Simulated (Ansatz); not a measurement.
Basis sets compared for Ru(P5)2 (P10Ru). Total charge 0; singlet. Geometry PBE0-D4/def2-SVP. Ansatz on 4 threads of Intel Xeon Platinum 8175M on a shared host; times are rough, and most runs start from earlier orbitals.

```xyz
11

Ru   -0.0001   -0.0002   -0.0002
P     1.5597   -1.7974    0.7707
P     1.3413   -0.1444    2.1063
P    -0.7478    0.2145    2.3774
P    -1.8204   -1.2169    1.2097
P    -0.3943   -2.4612    0.2183
P    -0.6981    2.3846   -0.2878
P     1.3840    2.0014   -0.5805
P     1.5710    0.3442   -1.9153
P    -0.3965   -0.2908   -2.4538
P    -1.7989    0.9663   -1.4447
```

In the def2 sets Ru takes a core potential, while STO-3G treats all electrons; there is no spin–orbit coupling.

STO-3G and 6-31G are all-electron sets without relativity, so their totals don't compare with the def2 sets.

Binding counts from free atoms (Ru quintet, P quartet) in the same basis, without a counterpoise term.

```json
{"level": "HF/STO-3G", "functions": "117", "energy (Eh)": "-7767.0289", "HOMO (eV)": "-5.00", "LUMO (eV)": "5.40", "binding per atom (eV)": "–", "wall time": "3.5 s"}
{"level": "PBE-D4/def2-SVP", "functions": "211", "energy (Eh)": "-3506.2054", "HOMO (eV)": "-5.84", "LUMO (eV)": "-3.52", "binding per atom (eV)": "3.79", "wall time": "7 s"}
{"level": "PBE0-D4/def2-SVP", "functions": "211", "energy (Eh)": "-3506.4024", "HOMO (eV)": "-6.83", "LUMO (eV)": "-2.82", "binding per atom (eV)": "3.50", "wall time": "12 s"}
```

Task: Estimate the rows for HF/def2-TZVP, PBE-D4/def2-TZVP, PBE0-D4/def2-TZVP.

Result: 
| level | functions | energy (Eh) | HOMO (eV) | LUMO (eV) | binding per atom (eV) | wall time |
| --- | --- | --- | --- | --- | --- | --- |
| HF/def2-TZVP | 410 | -3501.7086 | -8.61 | 0.61 | 1.21 | 45 s |
| PBE-D4/def2-TZVP | 410 | -3507.4209 | -5.71 | -3.47 | 3.89 | 15 s |
| PBE0-D4/def2-TZVP | 410 | -3507.6090 | -6.67 | -2.73 | 3.62 | 49 s |
